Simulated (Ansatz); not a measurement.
CH3Cl2STa, SMILES `[CH3][Ta](=[S])([Cl])[Cl]`, 8 atoms. Charge 0, multiplicity 1. Correlated methods include outer-core shells of Ta, which these sets cover unevenly. Ta takes the def2 core potential. All runs use 4 threads of a server CPU on a shared host. Correlated methods freeze the cores.

Task: Give the basis size and wall time and peak host memory of each of these runs in Ansatz. RKS PBE0-D4/def2-TZVP frequencies; RKS PBE0-D4/def2-TZVPP energy; RKS ωB97M-V/def2-QZVPP energy; RKS PBE0-D4/def2-SVP energy; RHF-MP2/def2-QZVPP energy; RHF-CCSD(T)/def2-TZVPP energy; RKS r2SCANh-D4/def2-TZVPP energy; RKS PBE0-D4/def2-TZVP relaxation (5 steps); RKS ωB97M-V/def2-SVP energy; RKS PBE0-D4/def2-QZVPP energy; RHF-CCSD(T)/def2-SVP energy; direct RPA on PBE orbitals/def2-TZVPP energy. (Estimate.)

Result: Computed: Other jobs shared the machine, so times are rough.

```json
{"level": "RKS PBE0-D4/def2-SVP", "job": "energy", "functions": "115", "wall time": "1.5 s", "peak host memory (GiB)": "0.26"}
{"level": "RKS PBE0-D4/def2-TZVPP", "job": "energy", "functions": "255", "wall time": "4.4 s", "peak host memory (GiB)": "0.85"}
{"level": "direct RPA on PBE orbitals/def2-TZVPP", "job": "energy", "functions": "255", "wall time": "6 s", "peak host memory (GiB)": "0.66"}
{"level": "RKS ωB97M-V/def2-SVP", "job": "energy", "functions": "115", "wall time": "7 s", "peak host memory (GiB)": "0.42"}
{"level": "RKS r2SCANh-D4/def2-TZVPP", "job": "energy", "functions": "255", "wall time": "8 s", "peak host memory (GiB)": "0.84"}
{"level": "RHF-CCSD(T)/def2-SVP", "job": "energy", "functions": "115", "wall time": "9 s", "peak host memory (GiB)": "0.6"}
{"level": "RKS PBE0-D4/def2-QZVPP", "job": "energy", "functions": "438", "wall time": "9 s", "peak host memory (GiB)": "2"}
{"level": "RHF-MP2/def2-QZVPP", "job": "energy", "functions": "438", "wall time": "16 s", "peak host memory (GiB)": "2.4"}
{"level": "RKS ωB97M-V/def2-QZVPP", "job": "energy", "functions": "438", "wall time": "21 s", "peak host memory (GiB)": "2.3"}
{"level": "RKS PBE0-D4/def2-TZVP", "job": "relaxation (5 steps)", "functions": "200", "wall time": "23 s", "peak host memory (GiB)": "0.65"}
{"level": "RKS PBE0-D4/def2-TZVP", "job": "frequencies", "functions": "200", "wall time": "2.1 min", "peak host memory (GiB)": "0.65"}
{"level": "RHF-CCSD(T)/def2-TZVPP", "job": "energy", "functions": "255", "wall time": "4 min", "peak host memory (GiB)": "5.9"}
```
